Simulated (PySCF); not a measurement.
Species: C₈H₇S (charge -1).
Structure used (GFN2-xTB), in Å, numbered top down from 1:
```
atom  x, y, z in Å
S1     4.4377   -0.2634   -0.0978
C2     2.8222    0.2153   -0.1114
C3     1.7537   -0.6190    0.0311
C4     0.3771   -0.2584    0.0243
C5    -0.0937    1.0609   -0.1371
C6    -1.4386    1.3504   -0.1377
C7    -2.3865    0.3479    0.0228
C8    -1.9509   -0.9610    0.1839
C9    -0.6076   -1.2569    0.1840
H10    2.6615    1.2834   -0.2470
H11    1.9723   -1.6733    0.1629
H12    0.6184    1.8642   -0.2638
H13   -1.7644    2.3768   -0.2665
H14   -3.4434    0.5822    0.0218
H15   -2.6784   -1.7559    0.3094
H16   -0.2869   -2.2841    0.3096
```

Computed geometry: GFN2-xTB, gas phase.

Take the most abundant isotopes and a rigid rotor. The values belong to one conformer with, in the numbering `[S-:1]/[CH:2]=[CH:3]/[c:4]1[cH:5][cH:6][cH:7][cH:8][cH:9]1`, C2–C3–C4–C5 0°.

Q: Give the principal moments of inertia and the rotational constants in cm⁻¹.

A: Ia = 96.50, Ib = 835.65, Ic = 932.15 u·Å²; 505379 MHz·u·Å²/I gives 5237, 604.8 and 542.2 MHz, that is A = 0.17470, B = 0.02017, C = 0.01808 cm⁻¹.

Q: What kind of rotor is it?

A: A near-prolate asymmetric top: κ = (2 × 604.8 − 5237 − 542.2)/(5237 − 542.2) = -0.97.

Q: Is it planar, by Δ = Ic − Ia − Ib?

A: Planar: Δ = Ic − Ia − Ib = 0.00 u·Å². For a rigid frame Δ = −2 Σ m c², so it vanishes when all atoms lie in the ab plane; here none is more than 0.01 Å from it.

Q: Estimate the classical rotational partition function at 10 K, 25 K and 100 K.

A: Point group Cs, symmetry number σ = 1; q = (√π/σ)·√((kT/h)³/(ABC)), k/h = 20836.6 MHz/K: 4070 at 10 K, 16100 at 25 K, 129000 at 100 K.

No frequency check. No vibrational averaging or centrifugal distortion is included, and the geometry carries the error of its method.
